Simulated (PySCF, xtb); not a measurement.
SiH3Cl, SMILES [SiH3]Cl.

GFN2-xTB (xtb 6.7.1) at its own geometry gives an orbital gap of 6.09 eV and a dipole moment of 1.66 D.

Geometry: B3LYP-D3(BJ)/def2-TZVP. The isomer is the one that the SMILES or the coordinates give; other isomers of the formula were not compared.

**Question.** What does PBE/def2-TZVPD (PySCF) give? (The exact figures need the calculation; the answer reports its results.)

**Answer.** gap 6.49 eV (levels -7.70 and -1.20 eV), dipole 1.27 D.
